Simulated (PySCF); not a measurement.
Isomers of C9H12, from PBE0-D3(BJ)/def2-SVP geometry optimisation, gas phase (PySCF 2.14.0). One conformer each, no zero-point energy, no frequencies.

Question: Which isomer lies lowest at this level?
A. `[CH2:1]=[CH:2][CH2:3][C:4]1=[CH:5][CH2:6][CH:7]=[CH:8][CH2:9]1` with C1–C2–C3–C4 118°, C2–C3–C4–C5 112°: A = 3687, B = 963.1, C = 822.0 MHz, dipole 0.15 D
B. `[CH2:1]=[C:2]([CH3:3])[C@@:4]12[CH2:5][CH:6]=[CH:7][C@@H:8]1[CH2:9]2` with C1–C2–C4–C5 21°: A = 3069, B = 1390, C = 1120 MHz, dipole 0.48 D
C. `[CH3:1][CH2:2][c:3]1[cH:4][cH:5][c:6]([CH3:7])[cH:8][cH:9]1` with C1–C2–C3–C4 84°: A = 4356, B = 939.5, C = 833.5 MHz, dipole 0.07 D
D. `[CH:1]#[C:2][C@H:3]1[CH2:4][CH:5]=[CH:6][CH2:7][CH2:8][CH2:9]1` with C2–C3–C4–C5 -164°, C3–C4–C5–C6 -57°, C5–C6–C7–C8 56°, C6–C7–C8–C9 -73°: A = 3167, B = 1143, C = 889.7 MHz, dipole 0.75 D
E. `[CH2:1]=[CH:2]/[C:3]([C:4]#[C:5][CH3:6])=[CH:7]\[CH2:8][CH3:9]` with C1–C2–C3–C4 0°, C3–C7–C8–C9 108°: A = 2429, B = 808.5, C = 637.8 MHz, dipole 0.47 D

Answer: C. That is p-ethyltoluene (`CCC1=CC=C(C)C=C1`), 42.6 kcal/mol below the next.

```csv
SMILES,mapped SMILES,E (Eh),relative (kcal/mol),relative (kJ/mol),dipole (D)
CCc1ccc(C)cc1,[CH3:1][CH2:2][c:3]1[cH:4][cH:5][c:6]([CH3:7])[cH:8][cH:9]1,-349.53966,0.0,0.0,0.07
C=CCC1=CCC=CC1,[CH2:1]=[CH:2][CH2:3][C:4]1=[CH:5][CH2:6][CH:7]=[CH:8][CH2:9]1,-349.47185,42.6,178.0,0.15
C=C(C)[C@@]12CC=C[C@@H]1C2,[CH2:1]=[C:2]([CH3:3])[C@@:4]12[CH2:5][CH:6]=[CH:7][C@@H:8]1[CH2:9]2,-349.46335,47.9,200.4,0.48
C#C[C@H]1CC=CCCC1,[CH:1]#[C:2][C@H:3]1[CH2:4][CH:5]=[CH:6][CH2:7][CH2:8][CH2:9]1,-349.43644,64.8,271.0,0.75
C=C/C(C#CC)=C\CC,[CH2:1]=[CH:2]/[C:3]([C:4]#[C:5][CH3:6])=[CH:7]\[CH2:8][CH3:9],-349.42121,74.3,311.0,0.47
```

As drawn, the lowest has an aromatic ring, which the highest lacks; the highest has a C≡C bond and a C=C bond outside aromatic rings, which the lowest lacks.
